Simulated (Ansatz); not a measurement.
```yaml
atoms:
  - { symbol: B, position_ang: [0.0000, 0.0000, 0.6983] }
  - { symbol: N, position_ang: [0.0000, 0.0000, -0.6983] }
```

Basis set: STO-3G (spherical functions). Correlated methods keep 2 orbitals frozen. Correlation on ROHF uses semicanonical orbitals with singles. Charge 0, multiplicity 3.

Computed with Ansatz (development build ahead of 0.2.0); the reference of a correlated method needn't be the lowest determinant of its kind.

Give the atomization energy at this shape (free ground-state atoms in the same class of orbitals less the molecule, no zero-point energy) of triplet BN by ROHF-CCSD(T), UHF-CCSD(T).

| method | atomization energy |
| --- | --- |
| ROHF-CCSD(T) | 3.90 eV |
| UHF-CCSD(T) | 3.87 eV |

Caution: the reference determinant was not shown to be the lowest. Caution for UHF-CCSD(T): the unrestricted determinant is spin contaminated.

This basis has no polarisation functions and is too small for such energies, which can lie far from measured ones in either direction.
